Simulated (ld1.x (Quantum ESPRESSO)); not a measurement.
**What one change does to a pseudopotential (N (Z = 7), TM semilocal)**

nitrogen, norm-conserving Troullier–Martins (semilocal form), made with ld1.x (Quantum ESPRESSO) 7.5 (LDA (PZ), non-relativistic). Core [He], reference 2s2 2p2 (charge +1). Waves: 2p (bound): rc 1.45 bohr; 2s (bound): rc 0.90 bohr. Local part: the s channel. Core correction: none.

Change: all radii scaled by about 1.05 (s 0.94, p 1.52 bohr).

Cutoffs: the cutoffs (Ry, on a coarse ladder) from which the occupation-weighted sum of valence levels, in a spherical-Bessel basis at the reference potential, stays within 10 and 1 mRy of its value at 400 Ry; they do not see the model core or the augmentation charge, which bear on the density cutoff. Errors are all-electron minus pseudo energies relative to the spin-unpolarised reference configuration.

Q: How do hardness, ghosts and transferability respond?

A: The potential gets neither clearly harder nor softer (60 Ry and 140 Ry → 55 Ry and 140 Ry); of the 9 tests that both files solve, the error grows in 2 and shrinks in 0 by more than 15 % and 0.3 meV (median size 55.3 → 64.7 meV); neither file shows a bound ghost. A semilocal file is local in each channel, so a ghost entry of none says nothing of the separable form that plane-wave codes build from it.

```csv
quantity,base,changed
"cutoff, loose",60 Ry,55 Ry
"cutoff, tight",140 Ry,140 Ry
loose cutoff by channel (10 mRy a level),"p 50 Ry, s 50 Ry","p 45 Ry, s 50 Ry"
bound ghosts,none,none
"error for 2s2 2p3, meV [ΔE -13.74 eV]",+5.0,+5.6
"error for 2s2 2p1, meV [ΔE 28.97 eV]",+55,+65
"error for 2s2 2p0, meV [ΔE 76.14 eV]",+446,+512
"error for 2s0 2p5, meV [ΔE 8.66 eV]",+108,+121
"error for 2s2 2p3.3, meV [ΔE -15.40 eV]",+4.0,+4.2
"error for 2s1 2p3, meV [ΔE 11.42 eV]",+19,+20
"error for 2s2 2p2.5, meV [ΔE -8.57 eV]",+2.9,+3.4
"error for 2s2 2p2 (spin-polarised), meV [ΔE -1.69 eV]",+186,+178
"error for 2s2 2p3 (spin-polarised), meV [ΔE -16.63 eV]",+289,+282
```
